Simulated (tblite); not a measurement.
A geometry optimisation, step by step.

C₅H₉NSi (charge -1 and doublet state).
SMILES with atom numbers: `[CH3:1][SiH2:2][N:3]1[CH:4]=[CH:5][CH:6][CH-:7]1` (hydrogens: H8, H9, H10 on C1; H11, H12 on Si2; H13 on C4; H14 on C5; H15 on C6; H16 on C7)
Bond orders are those of one Lewis drawing.

Computed with GFN2-xTB (tblite), gas phase: L-BFGS steps from a force-field or distance-geometry start until the largest atomic force falls under 0.01 eV/Å. 13 of its 139 geometries are shown.

Step 0: E = -543.1929 eV, largest atomic force 2.415 eV/Å
```
atom  x, y, z in Å  |  force x, y, z in eV/Å
C1      2.529    0.335   -0.288   -0.387  -0.069  -1.174
Si2     1.247   -0.765    0.527   -2.343   0.046   0.583
N3     -0.392   -0.185    0.408    0.439  -2.257   0.600
C4     -1.503   -0.865   -0.207    1.239  -1.059   0.482
C5     -2.391    0.022   -0.590   -0.590   0.390  -0.987
C6     -1.918    1.394   -0.275    0.442  -0.092   0.342
C7     -0.961    1.085    0.863   -0.502   1.143  -0.235
H8      2.221    0.384   -1.362    0.450   0.216   0.718
H9      2.535    1.347    0.105    0.341  -0.230  -0.034
H10     3.487   -0.179   -0.256    0.174   0.520   0.103
H11     1.380   -2.079   -0.163   -0.062   0.084   0.083
H12     1.610   -1.003    1.961    0.154   0.026  -0.167
H13    -1.561   -1.961   -0.282    0.381   0.481   0.068
H14    -3.313   -0.237   -1.089   -0.186   0.140  -0.183
H15    -1.337    1.776   -1.133   -0.711   0.652  -0.075
H16    -1.639    0.940    1.771    1.162   0.009  -0.125
```

Step 12: E = -545.2874 eV, largest atomic force 1.414 eV/Å
```
atom  x, y, z in Å  |  force x, y, z in eV/Å
C1      2.436    0.323   -0.297   -0.221  -0.106  -0.221
Si2     1.121   -0.799    0.534   -0.218  -0.250   0.190
N3     -0.574   -0.484    0.692   -0.181   0.515   0.069
C4     -1.605   -1.062   -0.101    0.529   0.457   0.005
C5     -2.237   -0.034   -0.791   -0.011  -0.181   0.043
C6     -1.767    1.181   -0.335   -0.662   1.236  -0.057
C7     -0.808    0.963    0.699   -0.083  -0.153  -0.196
H8      2.260    0.453   -1.371   -0.006   0.033   0.285
H9      2.455    1.311    0.163    0.141  -0.189  -0.070
H10     3.405   -0.166   -0.193    0.020   0.278   0.085
H11     1.292   -2.131   -0.063    0.114  -0.215  -0.023
H12     1.616   -0.925    1.954   -0.052   0.111  -0.024
H13    -1.518   -2.103   -0.374   -0.062   0.049   0.063
H14    -3.083   -0.153   -1.447   -0.036  -0.117  -0.355
H15    -2.083    2.183   -0.769    0.324  -1.126   0.792
H16    -0.918    1.454    1.691    0.403  -0.342  -0.589
```

Step 23: E = -545.8210 eV, largest atomic force 0.318 eV/Å
```
atom  x, y, z in Å  |  force x, y, z in eV/Å
C1      2.429    0.273   -0.265    0.106  -0.010   0.007
Si2     1.155   -0.904    0.549   -0.238   0.125   0.106
N3     -0.572   -0.432    0.624    0.280  -0.050   0.031
C4     -1.509   -1.008   -0.237   -0.045   0.055   0.044
C5     -2.296   -0.023   -0.812   -0.040  -0.063  -0.066
C6     -1.936    1.200   -0.229    0.003  -0.290   0.016
C7     -0.925    0.924    0.683    0.204  -0.111   0.034
H8      2.222    0.436   -1.319    0.004  -0.029  -0.060
H9      2.390    1.248    0.212    0.024  -0.006   0.066
H10     3.448   -0.096   -0.184    0.149   0.031   0.018
H11     1.294   -2.248   -0.010   -0.050  -0.019   0.016
H12     1.538   -0.825    2.010   -0.126   0.084   0.027
H13    -1.505   -2.085   -0.351   -0.004   0.259  -0.184
H14    -2.993   -0.199   -1.624   -0.105   0.129   0.197
H15    -2.324    2.181   -0.462   -0.085  -0.022   0.033
H16    -0.426    1.567    1.401   -0.076  -0.082  -0.287
```

Step 34: E = -545.9977 eV, largest atomic force 0.366 eV/Å
```
atom  x, y, z in Å  |  force x, y, z in eV/Å
C1      2.519    0.229   -0.198   -0.058  -0.068   0.090
Si2     1.184   -0.928    0.641   -0.078  -0.056  -0.218
N3     -0.493   -0.436    0.428   -0.047  -0.017  -0.112
C4     -1.487   -1.015   -0.357   -0.017   0.265  -0.117
C5     -2.414   -0.046   -0.730    0.230  -0.069  -0.087
C6     -2.002    1.169   -0.174   -0.034  -0.220   0.270
C7     -0.859    0.900    0.556    0.235  -0.115  -0.054
H8      2.302    0.374   -1.257   -0.008  -0.070   0.048
H9      2.463    1.218    0.260   -0.029  -0.088   0.013
H10     3.565   -0.078   -0.130   -0.066  -0.168   0.083
H11     1.221   -2.285    0.034    0.052   0.361  -0.029
H12     1.365   -0.568    2.108    0.032   0.182  -0.038
H13    -1.418   -2.058   -0.650   -0.040   0.291   0.134
H14    -3.244   -0.175   -1.409   -0.076  -0.130   0.059
H15    -2.491    2.132   -0.233   -0.018  -0.087  -0.068
H16    -0.221    1.575    1.101   -0.078  -0.011   0.026
```

Step 46: E = -546.2647 eV, largest atomic force 0.394 eV/Å
```
atom  x, y, z in Å  |  force x, y, z in eV/Å
C1      2.535    0.124   -0.109    0.089   0.000   0.005
Si2     1.190   -0.960    0.736   -0.006   0.126   0.037
N3     -0.398   -0.355    0.181    0.139  -0.095   0.153
C4     -1.398   -0.960   -0.502   -0.092  -0.086   0.068
C5     -2.445   -0.090   -0.660   -0.278   0.270  -0.070
C6     -2.058    1.126   -0.074   -0.109  -0.017   0.077
C7     -0.802    0.913    0.434    0.104  -0.057  -0.098
H8      2.380    0.231   -1.186    0.045  -0.023   0.119
H9      2.543    1.124    0.324    0.041   0.035  -0.087
H10     3.532   -0.288    0.043    0.026  -0.039  -0.055
H11     1.258   -2.124   -0.235   -0.108  -0.038  -0.189
H12     1.196   -0.093    2.056   -0.108  -0.033  -0.015
H13    -1.355   -1.984   -0.821    0.228  -0.079   0.076
H14    -3.395   -0.276   -1.133   -0.016  -0.119  -0.116
H15    -2.638    2.032   -0.012   -0.003   0.023  -0.021
H16    -0.151    1.589    0.946    0.049   0.130   0.115
```

Step 58: E = -546.3129 eV, largest atomic force 0.111 eV/Å
```
atom  x, y, z in Å  |  force x, y, z in eV/Å
C1      2.559    0.117   -0.115    0.029   0.001   0.011
Si2     1.196   -0.948    0.722    0.032  -0.012  -0.010
N3     -0.422   -0.350    0.258   -0.039   0.048   0.007
C4     -1.400   -0.967   -0.444   -0.042   0.036   0.027
C5     -2.440   -0.096   -0.666    0.018  -0.024  -0.073
C6     -2.069    1.128   -0.081   -0.010   0.008  -0.002
C7     -0.827    0.923    0.469   -0.004   0.090   0.065
H8      2.395    0.207   -1.189    0.031   0.006  -0.002
H9      2.595    1.127    0.291   -0.001   0.015   0.004
H10     3.550   -0.313    0.025    0.022  -0.053   0.002
H11     1.174   -2.044   -0.359    0.003  -0.001   0.009
H12     1.167   -0.134    2.057    0.050  -0.020   0.005
H13    -1.296   -2.001   -0.719   -0.011   0.021  -0.008
H14    -3.350   -0.302   -1.205   -0.044  -0.030  -0.004
H15    -2.627    2.052   -0.080   -0.025  -0.061   0.010
H16    -0.212    1.609    1.025   -0.009  -0.023  -0.040
```

Step 69: E = -546.3264 eV, largest atomic force 0.115 eV/Å
```
atom  x, y, z in Å  |  force x, y, z in eV/Å
C1      2.624    0.083   -0.104    0.011   0.009   0.001
Si2     1.184   -0.911    0.691    0.085  -0.008   0.012
N3     -0.432   -0.298    0.245   -0.049   0.006  -0.022
C4     -1.399   -0.946   -0.446   -0.055   0.013   0.003
C5     -2.470   -0.111   -0.657   -0.025  -0.034  -0.026
C6     -2.135    1.123   -0.072   -0.015   0.019   0.014
C7     -0.879    0.959    0.466   -0.006   0.072   0.015
H8      2.503    0.179   -1.183    0.046   0.020   0.005
H9      2.703    1.089    0.306    0.020  -0.001  -0.019
H10     3.580   -0.409    0.072   -0.004  -0.010  -0.005
H11     1.145   -1.984   -0.414   -0.005  -0.011   0.040
H12     1.224   -0.125    2.046   -0.075  -0.012  -0.065
H13    -1.259   -1.972   -0.733   -0.029   0.009   0.006
H14    -3.389   -0.354   -1.168    0.033  -0.007  -0.010
H15    -2.736    2.023   -0.067    0.064  -0.086   0.041
H16    -0.273    1.664    1.006    0.001   0.022   0.009
```

Step 80: E = -546.3371 eV, largest atomic force 0.064 eV/Å
```
atom  x, y, z in Å  |  force x, y, z in eV/Å
C1      2.710    0.047   -0.088    0.012   0.005  -0.002
Si2     1.179   -0.859    0.645    0.026   0.041   0.042
N3     -0.434   -0.248    0.183   -0.016  -0.016  -0.001
C4     -1.405   -0.923   -0.476   -0.009  -0.008   0.003
C5     -2.516   -0.130   -0.627   -0.014  -0.005   0.017
C6     -2.204    1.106   -0.035   -0.002  -0.003  -0.006
C7     -0.919    0.990    0.443   -0.026  -0.023  -0.025
H8      2.657    0.152   -1.172    0.008  -0.003  -0.004
H9      2.841    1.045    0.327    0.010  -0.003   0.005
H10     3.618   -0.513    0.134   -0.001   0.000  -0.002
H11     1.143   -1.953   -0.428   -0.001  -0.007  -0.011
H12     1.171   -0.050    1.975    0.017   0.014  -0.011
H13    -1.241   -1.942   -0.778   -0.023   0.019   0.001
H14    -3.446   -0.411   -1.098    0.000   0.024  -0.023
H15    -2.837    1.978    0.025   -0.001  -0.015  -0.002
H16    -0.323    1.719    0.960    0.021  -0.019   0.020
```

Step 92: E = -546.3398 eV, largest atomic force 0.017 eV/Å
```
atom  x, y, z in Å  |  force x, y, z in eV/Å
C1      2.744    0.040   -0.088   -0.003   0.001  -0.001
Si2     1.181   -0.828    0.632    0.003   0.002  -0.008
N3     -0.450   -0.250    0.183    0.002   0.003   0.009
C4     -1.421   -0.926   -0.477    0.002   0.013  -0.011
C5     -2.534   -0.134   -0.625    0.000  -0.010  -0.001
C6     -2.226    1.100   -0.028    0.003  -0.011  -0.002
C7     -0.940    0.985    0.448    0.008   0.004   0.009
H8      2.712    0.147   -1.172   -0.006  -0.009  -0.004
H9      2.901    1.033    0.331    0.000  -0.001   0.006
H10     3.632   -0.547    0.147    0.001  -0.003  -0.006
H11     1.145   -1.932   -0.429   -0.003  -0.002   0.007
H12     1.177   -0.004    1.944    0.002   0.009   0.005
H13    -1.260   -1.943   -0.784    0.004   0.002  -0.002
H14    -3.460   -0.408   -1.106   -0.004  -0.004  -0.007
H15    -2.864    1.968    0.036   -0.001   0.008   0.003
H16    -0.343    1.708    0.974   -0.008  -0.002   0.001
```

Step 104: E = -546.3415 eV, largest atomic force 0.049 eV/Å
```
atom  x, y, z in Å  |  force x, y, z in eV/Å
C1      2.768    0.008   -0.101    0.012   0.010  -0.011
Si2     1.179   -0.787    0.647    0.022  -0.014  -0.020
N3     -0.456   -0.229    0.190    0.010  -0.005   0.027
C4     -1.405   -0.907   -0.500    0.031   0.012  -0.015
C5     -2.533   -0.136   -0.643   -0.003  -0.003   0.004
C6     -2.259    1.090   -0.011    0.002  -0.026   0.010
C7     -0.978    0.988    0.479    0.000   0.008  -0.002
H8      2.723    0.118   -1.184   -0.029   0.021  -0.013
H9      2.966    0.992    0.321    0.028   0.018  -0.023
H10     3.641   -0.608    0.112   -0.020  -0.026   0.032
H11     1.124   -1.932   -0.364    0.007  -0.034  -0.001
H12     1.196    0.093    1.915   -0.024   0.003   0.020
H13    -1.216   -1.912   -0.833   -0.014   0.006  -0.002
H14    -3.443   -0.425   -1.146   -0.014   0.032   0.004
H15    -2.910    1.946    0.077   -0.020  -0.030  -0.033
H16    -0.405    1.710    1.031    0.014   0.028   0.024
```

Step 115: E = -546.3513 eV, largest atomic force 0.078 eV/Å
```
atom  x, y, z in Å  |  force x, y, z in eV/Å
C1      2.783   -0.082   -0.176    0.056  -0.013  -0.028
Si2     1.189   -0.668    0.742    0.013   0.017  -0.020
N3     -0.457   -0.163    0.259   -0.042  -0.026   0.000
C4     -1.297   -0.821   -0.582    0.032   0.013   0.018
C5     -2.469   -0.118   -0.735   -0.012   0.020   0.024
C6     -2.340    1.043    0.046   -0.004  -0.011  -0.040
C7     -1.094    0.978    0.629   -0.031  -0.004  -0.028
H8      2.628    0.044   -1.248   -0.051   0.048   0.000
H9      3.168    0.863    0.210   -0.033  -0.047  -0.024
H10     3.582   -0.816   -0.072   -0.027  -0.022   0.056
H11     1.077   -1.992   -0.030    0.014   0.070   0.031
H12     1.256    0.414    1.831   -0.006  -0.022  -0.005
H13    -1.024   -1.770   -1.005    0.037   0.011   0.011
H14    -3.313   -0.408   -1.341   -0.002   0.024   0.002
H15    -3.066    1.837    0.147    0.051  -0.033   0.035
H16    -0.631    1.670    1.311    0.004  -0.024  -0.030
```

Step 126: E = -546.3569 eV, largest atomic force 0.035 eV/Å
```
atom  x, y, z in Å  |  force x, y, z in eV/Å
C1      2.752   -0.149   -0.232   -0.016   0.022   0.001
Si2     1.201   -0.582    0.823    0.001  -0.033   0.011
N3     -0.447   -0.122    0.308   -0.024  -0.001   0.001
C4     -1.200   -0.751   -0.631   -0.004  -0.006  -0.004
C5     -2.400   -0.098   -0.800   -0.001   0.004  -0.014
C6     -2.375    1.002    0.074   -0.016   0.002   0.006
C7     -1.165    0.952    0.724   -0.006   0.007  -0.012
H8      2.494    0.010   -1.280    0.010  -0.010  -0.015
H9      3.260    0.752    0.109    0.015  -0.003   0.029
H10     3.478   -0.962   -0.203   -0.010   0.018  -0.008
H11     1.057   -1.993    0.227   -0.017   0.004   0.009
H12     1.300    0.614    1.773    0.010  -0.001  -0.032
H13    -0.847   -1.647   -1.110    0.007   0.029   0.018
H14    -3.191   -0.371   -1.481    0.018   0.004   0.021
H15    -3.147    1.746    0.206    0.022  -0.026  -0.004
H16    -0.777    1.609    1.483    0.011  -0.008  -0.009
```

Step 138: E = -546.3584 eV, largest atomic force 0.008 eV/Å
```
atom  x, y, z in Å  |  force x, y, z in eV/Å
C1      2.750   -0.184   -0.249   -0.001  -0.001   0.002
Si2     1.207   -0.538    0.845    0.000  -0.004  -0.004
N3     -0.444   -0.094    0.316   -0.005  -0.003   0.001
C4     -1.161   -0.712   -0.655   -0.005   0.006  -0.001
C5     -2.378   -0.092   -0.820    0.002  -0.008   0.002
C6     -2.402    0.975    0.094    0.000   0.001   0.003
C7     -1.200    0.941    0.760    0.000   0.005  -0.005
H8      2.478    0.001   -1.290    0.001   0.006   0.000
H9      3.318    0.680    0.093    0.001  -0.005   0.001
H10     3.427   -1.037   -0.247    0.003  -0.002  -0.006
H11     1.034   -1.983    0.341    0.001   0.000   0.002
H12     1.325    0.727    1.695   -0.001   0.003   0.005
H13    -0.768   -1.575   -1.161   -0.001   0.002   0.004
H14    -3.153   -0.366   -1.519    0.004   0.001   0.001
H15    -3.200    1.686    0.243    0.002  -0.003  -0.002
H16    -0.840    1.580    1.545   -0.002   0.000  -0.002
```

**Question.** Summarise the path.

**Answer.** The energy falls by 73.00 kcal/mol from step 0 to step 138; nine tenths of that is first reached at step 37. It falls at every step. The largest force goes from 2.415 to 0.008 eV/Å. Among the bonds C6–C7 changes most, from 1.518 to 1.374 Å; the atoms move by 0.975 Å rms after alignment.

**Question.** Follow the three bonds and two angles with the largest change from start to end.

**Answer.** 
| step | E above end (kcal/mol) | largest force (eV/Å) | C6–C7 (Å) | N3–C7 (Å) | N3–C4 (Å) | H11–Si2–H12 (°) | C6–C7–H16 (°) |
| --- | --- | --- | --- | --- | --- | --- | --- |
| 0 | 73.00 | 2.415 | 1.518 | 1.464 | 1.441 | 106.4 | 104.3 |
| 6 | 49.29 | 1.275 | 1.475 | 1.534 | 1.407 | 105.8 | 114.8 |
| 12 | 24.70 | 1.414 | 1.427 | 1.466 | 1.423 | 105.6 | 120.8 |
| 18 | 15.56 | 1.040 | 1.383 | 1.397 | 1.387 | 111.6 | 126.6 |
| 24 | 12.01 | 0.351 | 1.391 | 1.403 | 1.397 | 113.2 | 131.1 |
| 30 | 9.96 | 0.366 | 1.383 | 1.393 | 1.392 | 118.9 | 127.2 |
| 36 | 7.38 | 0.365 | 1.383 | 1.377 | 1.383 | 133.5 | 129.7 |
| 42 | 3.74 | 0.422 | 1.381 | 1.364 | 1.373 | 152.5 | 129.1 |
| 48 | 1.71 | 0.204 | 1.373 | 1.355 | 1.355 | 165.2 | 128.8 |
| 54 | 1.19 | 0.112 | 1.373 | 1.353 | 1.353 | 165.7 | 129.6 |
| 60 | 1.00 | 0.083 | 1.375 | 1.352 | 1.353 | 165.9 | 129.2 |
| 66 | 0.86 | 0.092 | 1.375 | 1.353 | 1.353 | 165.7 | 129.7 |
| 72 | 0.67 | 0.085 | 1.376 | 1.354 | 1.354 | 166.1 | 129.2 |
| 78 | 0.51 | 0.063 | 1.376 | 1.354 | 1.354 | 165.6 | 128.7 |
| 84 | 0.47 | 0.048 | 1.376 | 1.354 | 1.354 | 165.4 | 129.3 |
| 90 | 0.43 | 0.024 | 1.376 | 1.355 | 1.355 | 166.0 | 129.3 |
| 96 | 0.43 | 0.014 | 1.376 | 1.355 | 1.355 | 165.9 | 129.1 |
| 102 | 0.41 | 0.049 | 1.375 | 1.355 | 1.355 | 166.0 | 128.9 |
| 108 | 0.30 | 0.143 | 1.376 | 1.356 | 1.357 | 165.2 | 129.3 |
| 114 | 0.18 | 0.063 | 1.376 | 1.358 | 1.357 | 165.3 | 128.9 |
| 120 | 0.06 | 0.053 | 1.375 | 1.358 | 1.358 | 164.4 | 129.1 |
| 126 | 0.03 | 0.035 | 1.375 | 1.358 | 1.358 | 164.4 | 129.0 |
| 132 | 0.01 | 0.025 | 1.375 | 1.357 | 1.356 | 164.9 | 129.2 |
| 138 | 0.00 | 0.008 | 1.374 | 1.356 | 1.356 | 165.2 | 129.2 |

The cost below is that of the whole relaxation. Hardware: an Arm Neoverse V2 with one thread, on a shared host. Cost: 0.76 s wall.
